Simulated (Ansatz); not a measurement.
Born–Oppenheimer molecular dynamics of C3H9NO2Si (16 atoms, charge 0, multiplicity 1). It starts at the highest image of a converged band. Of that band: Neighbouring images differ by up to 3.1 eV, so the band resolves the path poorly. A vibrational analysis at the climbing image gives one clearly imaginary mode, 2342i cm⁻¹: a first-order saddle point.

These are results of Ansatz 0.2.0, RHF/STO-3G, not measurements.

| Quantity | Value |
| --- | --- |
| ensemble | NVE (velocity Verlet) |
| time step | 0.5 fs |
| steps asked | 200 |
| starting velocities drawn for | 300 K |
| seed | 7628 |

Frames 0.5 fs apart, positions in Å, forces in eV/Å.

Velocities at 30.0 fs (Å/ps):

```
C -2.93 6.46 2.50
C 3.16 2.47 -5.33
N -4.92 -2.86 -5.76
C 2.30 -8.85 6.93
O 1.77 2.51 2.25
Si 5.10 0.36 3.61
O -13.03 1.39 -12.67
H -4.11 -9.84 16.45
H -2.14 -9.19 8.65
H -22.67 3.58 -11.95
H -5.26 -8.33 3.14
H 1.37 16.25 -1.56
H -8.19 8.84 0.83
H 79.19 -21.66 39.98
H 23.01 8.23 68.87
H 13.43 -20.79 -28.25
```

```xyz
16
Properties=species:S:1:pos:R:3:forces:R:3 time_fs=30.0 energy_less_start_eV=-0.870 T=782
C 1.947 -0.218 0.351 -0.28 1.70 -0.12
C 0.646 -0.280 -0.459 1.26 -0.16 -0.22
N 0.857 -0.758 -1.838 -0.03 0.62 -0.40
C -0.575 -0.019 -0.031 -0.29 0.51 0.36
O -1.647 -0.138 -0.965 1.18 0.33 0.07
Si -0.938 0.509 1.828 -1.53 0.75 -1.48
O -2.954 1.138 0.946 0.67 6.75 0.69
H 2.230 -1.177 0.698 0.17 -1.43 0.76
H 2.787 0.090 -0.293 -0.67 0.37 0.53
H 1.853 0.458 1.221 0.34 -0.46 -0.72
H 1.845 -0.585 -2.152 -1.07 -0.20 0.54
H 0.745 -1.774 -1.790 0.25 -0.67 -0.41
H -1.161 -0.197 -1.844 -0.46 -0.12 0.72
H -3.252 2.175 1.297 1.35 -5.91 -1.31
H -0.819 1.968 1.557 0.57 -0.71 0.09
H -2.443 1.483 0.126 -1.46 -1.35 0.92
16
Properties=species:S:1:pos:R:3:forces:R:3 time_fs=30.5 energy_less_start_eV=-1.007 T=857
C 1.945 -0.215 0.353 -0.27 0.89 -0.10
C 0.648 -0.279 -0.462 1.08 -0.20 -0.15
N 0.855 -0.760 -1.841 -0.02 1.12 -0.31
C -0.574 -0.023 -0.028 -0.18 0.65 0.16
O -1.646 -0.137 -0.963 1.06 0.33 0.28
Si -0.935 0.510 1.829 -1.57 0.56 -1.34
O -2.960 1.139 0.939 1.38 6.20 0.49
H 2.228 -1.184 0.707 0.01 -0.88 0.57
H 2.785 0.086 -0.288 -0.52 0.45 0.44
H 1.842 0.459 1.214 0.37 -0.28 -0.49
H 1.841 -0.589 -2.150 -0.92 -0.15 0.45
H 0.746 -1.767 -1.792 0.15 -1.20 -0.38
H -1.166 -0.193 -1.843 -0.34 -0.13 0.61
H -3.211 2.157 1.315 0.97 -5.32 -1.41
H -0.806 1.971 1.591 0.51 -0.69 -0.07
H -2.438 1.471 0.113 -1.73 -1.34 1.25
16
Properties=species:S:1:pos:R:3:forces:R:3 time_fs=31.0 energy_less_start_eV=-1.180 T=951
C 1.944 -0.211 0.354 -0.27 -0.06 -0.05
C 0.650 -0.278 -0.465 0.88 -0.23 -0.06
N 0.852 -0.761 -1.843 -0.14 1.43 -0.18
C -0.573 -0.028 -0.024 -0.06 0.77 -0.05
O -1.645 -0.136 -0.962 0.89 0.34 0.58
Si -0.933 0.510 1.831 -1.61 0.33 -1.20
O -2.966 1.141 0.933 2.02 5.08 0.29
H 2.226 -1.192 0.718 -0.16 -0.25 0.35
H 2.782 0.083 -0.282 -0.31 0.54 0.31
H 1.832 0.459 1.206 0.39 -0.06 -0.20
H 1.835 -0.594 -2.147 -0.65 -0.07 0.32
H 0.747 -1.762 -1.794 0.06 -1.56 -0.35
H -1.172 -0.189 -1.840 -0.17 -0.14 0.40
H -3.167 2.126 1.330 0.53 -4.25 -1.30
H -0.793 1.972 1.626 0.45 -0.65 -0.24
H -2.437 1.456 0.103 -1.86 -1.23 1.38
16
Properties=species:S:1:pos:R:3:forces:R:3 time_fs=31.5 energy_less_start_eV=-1.330 T=1031
C 1.942 -0.208 0.355 -0.29 -1.01 -0.01
C 0.652 -0.277 -0.468 0.65 -0.26 0.03
N 0.850 -0.762 -1.847 -0.38 1.50 -0.02
C -0.572 -0.032 -0.021 0.08 0.90 -0.26
O -1.644 -0.134 -0.961 0.69 0.35 0.94
Si -0.930 0.510 1.833 -1.64 0.09 -1.06
O -2.972 1.144 0.927 2.52 3.30 -0.01
H 2.224 -1.202 0.729 -0.31 0.37 0.11
H 2.779 0.081 -0.275 -0.08 0.61 0.15
H 1.823 0.460 1.198 0.38 0.19 0.13
H 1.827 -0.599 -2.143 -0.27 0.03 0.16
H 0.749 -1.762 -1.797 0.00 -1.69 -0.31
H -1.177 -0.185 -1.836 0.03 -0.16 0.14
H -3.122 2.085 1.342 0.06 -2.59 -0.89
H -0.778 1.972 1.660 0.40 -0.58 -0.40
H -2.441 1.438 0.096 -1.84 -1.04 1.30
16
Properties=species:S:1:pos:R:3:forces:R:3 time_fs=32.0 energy_less_start_eV=-1.387 T=1061
C 1.940 -0.204 0.356 -0.33 -1.85 0.03
C 0.654 -0.276 -0.470 0.40 -0.30 0.13
N 0.847 -0.763 -1.849 -0.71 1.29 0.16
C -0.571 -0.036 -0.017 0.23 1.01 -0.48
O -1.642 -0.133 -0.960 0.47 0.36 1.32
Si -0.928 0.510 1.834 -1.66 -0.18 -0.92
O -2.978 1.147 0.921 2.80 0.84 -0.49
H 2.221 -1.210 0.741 -0.43 0.91 -0.10
H 2.775 0.081 -0.268 0.16 0.67 0.00
H 1.815 0.461 1.190 0.36 0.43 0.44
H 1.819 -0.604 -2.138 0.17 0.14 -0.01
H 0.750 -1.765 -1.801 -0.04 -1.55 -0.28
H -1.183 -0.182 -1.832 0.23 -0.18 -0.15
H -3.077 2.038 1.352 -0.34 -0.32 -0.09
H -0.763 1.971 1.693 0.35 -0.49 -0.55
H -2.449 1.417 0.093 -1.66 -0.78 1.01
16
Properties=species:S:1:pos:R:3:forces:R:3 time_fs=32.5 energy_less_start_eV=-1.308 T=1019
C 1.938 -0.201 0.357 -0.37 -2.51 0.06
C 0.657 -0.275 -0.473 0.15 -0.34 0.24
N 0.845 -0.763 -1.853 -1.06 0.86 0.32
C -0.569 -0.039 -0.014 0.37 1.12 -0.68
O -1.641 -0.131 -0.958 0.28 0.37 1.66
Si -0.926 0.511 1.835 -1.66 -0.45 -0.79
O -2.983 1.151 0.914 2.71 -2.06 -1.14
H 2.217 -1.217 0.752 -0.51 1.33 -0.28
H 2.771 0.082 -0.261 0.38 0.70 -0.14
H 1.808 0.463 1.183 0.33 0.63 0.69
H 1.811 -0.608 -2.134 0.61 0.24 -0.18
H 0.752 -1.772 -1.805 -0.06 -1.18 -0.25
H -1.188 -0.179 -1.829 0.41 -0.20 -0.40
H -3.033 1.990 1.361 -0.55 2.33 1.08
H -0.747 1.969 1.724 0.30 -0.39 -0.70
H -2.461 1.395 0.091 -1.33 -0.46 0.52
16
Properties=species:S:1:pos:R:3:forces:R:3 time_fs=33.0 energy_less_start_eV=-1.130 T=924
C 1.937 -0.199 0.359 -0.41 -2.91 0.11
C 0.659 -0.274 -0.476 -0.09 -0.38 0.35
N 0.842 -0.763 -1.855 -1.35 0.31 0.44
C -0.568 -0.043 -0.011 0.52 1.23 -0.88
O -1.639 -0.130 -0.956 0.12 0.38 1.91
Si -0.925 0.511 1.837 -1.64 -0.73 -0.66
O -2.988 1.154 0.908 2.15 -4.71 -1.67
H 2.212 -1.220 0.763 -0.53 1.59 -0.41
H 2.768 0.085 -0.254 0.54 0.71 -0.24
H 1.801 0.466 1.177 0.30 0.75 0.86
H 1.805 -0.612 -2.130 0.97 0.32 -0.32
H 0.753 -1.782 -1.810 -0.06 -0.65 -0.23
H -1.193 -0.177 -1.826 0.55 -0.21 -0.57
H -2.990 1.948 1.374 -0.46 4.69 2.31
H -0.730 1.965 1.754 0.26 -0.29 -0.82
H -2.476 1.371 0.091 -0.85 -0.11 -0.17
16
Properties=species:S:1:pos:R:3:forces:R:3 time_fs=33.5 energy_less_start_eV=-0.965 T=837
C 1.935 -0.197 0.360 -0.42 -3.02 0.18
C 0.661 -0.273 -0.478 -0.33 -0.42 0.46
N 0.839 -0.764 -1.858 -1.49 -0.28 0.51
C -0.567 -0.046 -0.007 0.65 1.33 -1.06
O -1.638 -0.128 -0.954 0.02 0.37 2.04
Si -0.923 0.511 1.838 -1.61 -0.99 -0.54
O -2.992 1.157 0.901 1.22 -6.17 -1.55
H 2.206 -1.219 0.772 -0.51 1.70 -0.49
H 2.767 0.090 -0.248 0.63 0.67 -0.29
H 1.795 0.471 1.174 0.27 0.78 0.91
H 1.801 -0.615 -2.127 1.17 0.37 -0.42
H 0.754 -1.793 -1.816 -0.05 -0.07 -0.20
H -1.196 -0.175 -1.825 0.61 -0.21 -0.62
H -2.949 1.917 1.391 -0.14 5.84 3.01
H -0.712 1.961 1.782 0.23 -0.19 -0.94
H -2.493 1.347 0.091 -0.26 0.27 -1.00
16
Properties=species:S:1:pos:R:3:forces:R:3 time_fs=34.0 energy_less_start_eV=-0.909 T=805
C 1.933 -0.196 0.361 -0.39 -2.82 0.25
C 0.663 -0.272 -0.481 -0.56 -0.47 0.57
N 0.835 -0.764 -1.861 -1.43 -0.79 0.50
C -0.565 -0.049 -0.005 0.78 1.42 -1.21
O -1.636 -0.126 -0.952 -0.01 0.36 2.01
Si -0.921 0.511 1.839 -1.56 -1.22 -0.43
O -2.996 1.158 0.894 0.26 -5.93 -0.36
H 2.198 -1.214 0.781 -0.45 1.65 -0.51
H 2.767 0.096 -0.242 0.63 0.60 -0.28
H 1.790 0.478 1.173 0.26 0.70 0.83
H 1.799 -0.618 -2.124 1.18 0.38 -0.45
H 0.755 -1.805 -1.822 -0.04 0.49 -0.16
H -1.197 -0.173 -1.825 0.60 -0.20 -0.54
H -2.907 1.900 1.416 0.15 5.31 2.64
H -0.694 1.956 1.807 0.22 -0.10 -1.03
H -2.511 1.324 0.088 0.36 0.62 -1.82
16
Properties=species:S:1:pos:R:3:forces:R:3 time_fs=34.5 energy_less_start_eV=-0.932 T=814
C 1.931 -0.195 0.363 -0.33 -2.34 0.31
C 0.666 -0.271 -0.483 -0.77 -0.52 0.67
N 0.832 -0.764 -1.864 -1.17 -1.17 0.43
C -0.564 -0.052 -0.002 0.89 1.51 -1.34
O -1.635 -0.125 -0.949 0.03 0.34 1.84
Si -0.920 0.511 1.840 -1.51 -1.42 -0.34
O -3.001 1.159 0.887 -0.33 -4.38 1.62
H 2.189 -1.206 0.788 -0.34 1.43 -0.46
H 2.768 0.104 -0.238 0.54 0.48 -0.21
H 1.786 0.487 1.173 0.26 0.54 0.64
H 1.801 -0.619 -2.123 0.98 0.36 -0.43
H 0.756 -1.815 -1.828 -0.04 0.94 -0.11
H -1.197 -0.173 -1.826 0.52 -0.19 -0.34
H -2.865 1.896 1.448 0.17 3.54 1.27
H -0.675 1.952 1.831 0.22 -0.02 -1.11
H -2.528 1.302 0.081 0.89 0.90 -2.44
16
Properties=species:S:1:pos:R:3:forces:R:3 time_fs=35.0 energy_less_start_eV=-0.938 T=815
C 1.929 -0.195 0.364 -0.24 -1.60 0.34
C 0.668 -0.271 -0.485 -0.95 -0.57 0.76
N 0.828 -0.765 -1.866 -0.74 -1.38 0.31
C -0.562 -0.054 0.000 0.98 1.59 -1.44
O -1.633 -0.123 -0.946 0.10 0.31 1.58
Si -0.919 0.511 1.841 -1.46 -1.58 -0.26
O -3.005 1.159 0.881 -0.41 -2.42 3.59
H 2.180 -1.193 0.794 -0.19 1.06 -0.35
H 2.771 0.113 -0.233 0.38 0.34 -0.10
H 1.782 0.497 1.176 0.26 0.30 0.38
H 1.805 -0.620 -2.123 0.62 0.31 -0.37
H 0.757 -1.823 -1.835 -0.04 1.26 -0.06
H -1.196 -0.172 -1.828 0.40 -0.17 -0.06
H -2.823 1.900 1.482 -0.12 1.46 -0.52
H -0.656 1.947 1.851 0.23 0.03 -1.17
H -2.543 1.282 0.068 1.18 1.07 -2.64
16
Properties=species:S:1:pos:R:3:forces:R:3 time_fs=35.5 energy_less_start_eV=-0.868 T=777
C 1.927 -0.195 0.365 -0.14 -0.68 0.32
C 0.669 -0.270 -0.487 -1.10 -0.62 0.83
N 0.824 -0.766 -1.869 -0.19 -1.42 0.17
C -0.560 -0.056 0.002 1.04 1.66 -1.50
O -1.632 -0.121 -0.943 0.20 0.28 1.26
Si -0.918 0.511 1.842 -1.41 -1.69 -0.19
O -3.009 1.159 0.875 -0.02 -0.68 4.88
H 2.170 -1.179 0.800 -0.02 0.56 -0.19
H 2.775 0.122 -0.229 0.17 0.17 0.04
H 1.778 0.508 1.179 0.26 0.04 0.09
H 1.810 -0.619 -2.124 0.16 0.24 -0.29
H 0.757 -1.828 -1.842 -0.06 1.41 0.00
H -1.194 -0.172 -1.831 0.25 -0.15 0.26
H -2.782 1.908 1.515 -0.56 -0.29 -2.18
H -0.636 1.942 1.869 0.24 0.06 -1.21
H -2.555 1.265 0.049 1.18 1.12 -2.29
```

Of the whole run (100 fs, mean temperature of the second half 882 K): The conserved energy stayed within 0.68 meV per atom of its start (net change -0.022 meV per atom), so the integration is sound. The system heated up, since it started high on the potential surface and ran downhill. A run of 0.1 ps of so small a system gives no equilibrium averages. The orbitals stay closed-shell, which can raise the energy where a bond breaks towards radicals; this wasn't checked here. Limits of this set-up: minimal basis.

Run time: 9.4 min on 1 thread of Arm Neoverse N1, on a shared host, peak memory 0.12 GiB.
